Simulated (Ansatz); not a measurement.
Reaction (isomerisation): `BCN(B)C` → `BN(B)CC`

Computed with Ansatz on PBE0-D4/def2-TZVP structures; ΔE is electronic, products minus reactants. CCSD(T)/CBS adds triple-zeta CCSD(T) − MP2 to the extrapolated MP2 energy (def2 sets, frozen cores). DFT in def2-TZVPP. One conformer a species, not always the lowest.

```
             level  ΔE (kJ/mol)  difference from CCSD(T)/CBS
            PBE-D4       -124.6                         11.1
         r2SCAN-D4       -130.4                          5.3
           PBE0-D4       -129.3                          6.4
           ωB97X-V       -131.5                          4.2
           ωB97M-V       -133.0                          2.7
               PBE       -124.4                         11.3
            r2SCAN       -130.3                          5.4
     HF/def2-TZVPP       -143.2                         -7.5
    MP2/def2-TZVPP       -140.1                         -4.4
SCS-MP2/def2-TZVPP       -139.3                         -3.6
   CCSD/def2-TZVPP       -136.3                         -0.6
CCSD(T)/def2-TZVPP       -135.7                          0.0
SCS-MP2/def2-QZVPP       -139.5                         -3.8
      HF/CBS(def2)       -143.5                         -7.8
     MP2/CBS(def2)       -140.1                         -4.4
    CCSD/CBS(def2)       -136.3                         -0.6
       CCSD(T)/CBS       -135.7                            0
```

Largest T1 diagnostic among the species: 0.013.

In def2-TZVPP, CCSD(T) changes the Hartree–Fock value by +7.5 kJ/mol (the triples alone add +0.6 kJ/mol) and MP2 by +3.1 kJ/mol. From PBE to PBE0 (25 % exact exchange), in def2-TZVPP and without D4, ΔE moves by −4.7 kJ/mol.
